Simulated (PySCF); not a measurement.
Isomers of C7H13FO2, mass 148.090 u with the commonest isotopes. Level of theory: PySCF, PBE0-D3(BJ)/def2-SVP geometry optimisation, gas phase. One conformer each, none proved a minimum here; rigid rotors.

Question: Order these by dipole moment, smallest first.
A. `[CH3:1][C@H:2]([F:3])[C:4](=[O:5])[O:6][C:7]([CH3:8])([CH3:9])[CH3:10]` with C1–C2–C4–O5 -63°, C2–C4–O6–C7 180°
B. `[CH3:1][CH2:2][O:3]/[C:4]([O:5][CH3:6])=[C:7](/[CH3:8])[CH2:9][F:10]` with C1–C2–O3–C4 -85°, C2–O3–C4–O5 -69°, O3–C4–O5–C6 -45°, C4–C7–C9–F10 -107°
C. `[CH3:1][CH2:2][C@@:3]1([O:4][C@@H:5]([CH3:6])[F:7])[CH2:8][CH2:9][O:10]1` with C1–C2–C3–O4 62°, C2–C3–O4–C5 -165°, C3–O4–C5–C6 163°
D. `[CH3:1][CH2:2][O:3][C@@H:4]1[CH2:5][C@@H:6]1[C@H:7]([F:8])[O:9][CH3:10]` with C1–C2–O3–C4 -178°, C2–O3–C4–C5 158°, C5–C6–C7–F8 -155°, C6–C7–O9–C10 -173°
E. `[CH3:1][O:2][C@@:3]1([F:4])[CH2:5][CH2:6][CH2:7][CH2:8][O:9][CH2:10]1` with C1–O2–C3–F4 62°, O2–C3–C5–C6 -156°, C3–C5–C6–C7 -70°, C5–C6–C7–C8 50°, C6–C7–C8–O9 -68°
F. `[CH3:1][CH2:2][O:3]/[C:4]([O:5][CH3:6])=[C:7](\[CH3:8])[CH2:9][F:10]` with C1–C2–O3–C4 178°, C2–O3–C4–O5 -57°, O3–C4–O5–C6 -58°, C4–C7–C9–F10 -123°

Answer: D (0.41 D), E (0.55 D), C (0.79 D), A (0.99 D), B (2.61 D), F (3.14 D).

Question: Order these by radius of gyration √(Σ m r²/M), smallest first.
A. `[CH3:1][CH2:2][O:3]/[C:4]([O:5][CH3:6])=[C:7](/[CH3:8])[CH2:9][F:10]` with C1–C2–O3–C4 -85°, C2–O3–C4–O5 -69°, O3–C4–O5–C6 -45°, C4–C7–C9–F10 -107°
B. `[CH3:1][CH2:2][O:3][C@@H:4]1[CH2:5][C@@H:6]1[C@H:7]([F:8])[O:9][CH3:10]` with C1–C2–O3–C4 -178°, C2–O3–C4–C5 158°, C5–C6–C7–F8 -155°, C6–C7–O9–C10 -173°
C. `[CH3:1][CH2:2][O:3]/[C:4]([O:5][CH3:6])=[C:7](\[CH3:8])[CH2:9][F:10]` with C1–C2–O3–C4 178°, C2–O3–C4–O5 -57°, O3–C4–O5–C6 -58°, C4–C7–C9–F10 -123°
D. `[CH3:1][O:2][C@@:3]1([F:4])[CH2:5][CH2:6][CH2:7][CH2:8][O:9][CH2:10]1` with C1–O2–C3–F4 62°, O2–C3–C5–C6 -156°, C3–C5–C6–C7 -70°, C5–C6–C7–C8 50°, C6–C7–C8–O9 -68°
E. `[CH3:1][CH2:2][C@@:3]1([O:4][C@@H:5]([CH3:6])[F:7])[CH2:8][CH2:9][O:10]1` with C1–C2–C3–O4 62°, C2–C3–O4–C5 -165°, C3–O4–C5–C6 163°

Answer: D (2.075 Å), E (2.130 Å), A (2.240 Å), B (2.350 Å), C (2.420 Å).

Question: Order these by out-of-plane moment Σ m c² = (Ia + Ib − Ic)/2, smallest first.
A. `[CH3:1][O:2][C@@:3]1([F:4])[CH2:5][CH2:6][CH2:7][CH2:8][O:9][CH2:10]1` with C1–O2–C3–F4 62°, O2–C3–C5–C6 -156°, C3–C5–C6–C7 -70°, C5–C6–C7–C8 50°, C6–C7–C8–O9 -68°
B. `[CH3:1][CH2:2][C@@:3]1([O:4][C@@H:5]([CH3:6])[F:7])[CH2:8][CH2:9][O:10]1` with C1–C2–C3–O4 62°, C2–C3–O4–C5 -165°, C3–O4–C5–C6 163°
C. `[CH3:1][CH2:2][O:3]/[C:4]([O:5][CH3:6])=[C:7](\[CH3:8])[CH2:9][F:10]` with C1–C2–O3–C4 178°, C2–O3–C4–O5 -57°, O3–C4–O5–C6 -58°, C4–C7–C9–F10 -123°
D. `[CH3:1][C@H:2]([F:3])[C:4](=[O:5])[O:6][C:7]([CH3:8])([CH3:9])[CH3:10]` with C1–C2–C4–O5 -63°, C2–C4–O6–C7 180°
E. `[CH3:1][CH2:2][O:3][C@@H:4]1[CH2:5][C@@H:6]1[C@H:7]([F:8])[O:9][CH3:10]` with C1–C2–O3–C4 -178°, C2–O3–C4–C5 158°, C5–C6–C7–F8 -155°, C6–C7–O9–C10 -173°
F. `[CH3:1][CH2:2][O:3]/[C:4]([O:5][CH3:6])=[C:7](/[CH3:8])[CH2:9][F:10]` with C1–C2–O3–C4 -85°, C2–O3–C4–O5 -69°, O3–C4–O5–C6 -45°, C4–C7–C9–F10 -107°

Answer: C (32.22 u·Å²), F (40.99 u·Å²), E (56.63 u·Å²), B (61.66 u·Å²), A (63.19 u·Å²), D (76.04 u·Å²).

```json
{"SMILES": "CCO/C(OC)=C(/C)CF", "point group": "C1", "Ia (u·Å²)": "335.78", "Ib (u·Å²)": "448.39", "Ic (u·Å²)": "702.20", "κ": "0.04", "μa (D)": "2.51", "μb (D)": "0.35", "μc (D)": "0.63"}
{"SMILES": "CCO[C@@H]1C[C@@H]1[C@H](F)OC", "point group": "C1", "Ia (u·Å²)": "259.81", "Ib (u·Å²)": "614.49", "Ic (u·Å²)": "761.04", "κ": "-0.75", "μa (D)": "0.11", "μb (D)": "0.08", "μc (D)": "0.39"}
{"SMILES": "CC[C@@]1(O[C@@H](C)F)CCO1", "point group": "C1", "Ia (u·Å²)": "286.42", "Ib (u·Å²)": "447.15", "Ic (u·Å²)": "610.26", "κ": "-0.35", "μa (D)": "0.66", "μb (D)": "0.42", "μc (D)": "0.05"}
{"SMILES": "C[C@H](F)C(=O)OC(C)(C)C", "point group": "C1", "Ia (u·Å²)": "226.22", "Ib (u·Å²)": "603.78", "Ic (u·Å²)": "677.92", "κ": "-0.88", "μa (D)": "0.87", "μb (D)": "0.09", "μc (D)": "0.46"}
{"SMILES": "CCO/C(OC)=C(\\C)CF", "point group": "C1", "Ia (u·Å²)": "245.47", "Ib (u·Å²)": "653.93", "Ic (u·Å²)": "834.95", "κ": "-0.77", "μa (D)": "2.93", "μb (D)": "0.80", "μc (D)": "0.81"}
{"SMILES": "CO[C@@]1(F)CCCCOC1", "point group": "C1", "Ia (u·Å²)": "210.76", "Ib (u·Å²)": "490.24", "Ic (u·Å²)": "574.61", "κ": "-0.80", "μa (D)": "0.32", "μb (D)": "0.38", "μc (D)": "0.25"}
```
